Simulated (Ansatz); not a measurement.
The same molecule with X = Ti, Zr, Hf. Ansatz, PBE0-D4/def2-TZVP geometries, multiplicity 1.

Elements past krypton have def2 core potentials. Scalar relativity is left out up to krypton.

```csv
X,molecule,mean X–Cl bond length / Å,mean X–F bond length / Å,LUMO energy (ωB97M-V/def2-TZVPP) / eV,size of the dipole moment (PBE/def2-TZVPP) / D,HOMO energy (ωB97M-V/def2-TZVPP) / eV
Ti,`[F][Ti]([F])([Cl])[Cl]`,2.170,1.733,-1.37,0.20,-12.06
Zr,`[F][Zr]([F])([Cl])[Cl]`,2.330,1.882,-0.02,0.10,-12.02
```

Give the row for X = Hf, `[F][Hf]([F])([Cl])[Cl]`. (Estimate.)

Ansatz gave: 
| X | molecule | mean X–Cl bond length / Å | mean X–F bond length / Å | LUMO energy (ωB97M-V/def2-TZVPP) / eV | size of the dipole moment (PBE/def2-TZVPP) / D | HOMO energy (ωB97M-V/def2-TZVPP) / eV |
| --- | --- | --- | --- | --- | --- | --- |
| Hf | `[F][Hf]([F])([Cl])[Cl]` | 2.331 | 1.886 | 0.54 | 0.00 | -12.04 |

From Ti to Hf the mean X–Cl bond length rises at each step, by 0.161 Å in all; the mean X–F bond length rises at each step, by 0.153 Å in all; the LUMO energy (ωB97M-V/def2-TZVPP) rises at each step, by 1.91 eV in all; the HOMO energy (ωB97M-V/def2-TZVPP) hardly changes. Dipoles are sizes alone, and their direction can turn along the series.
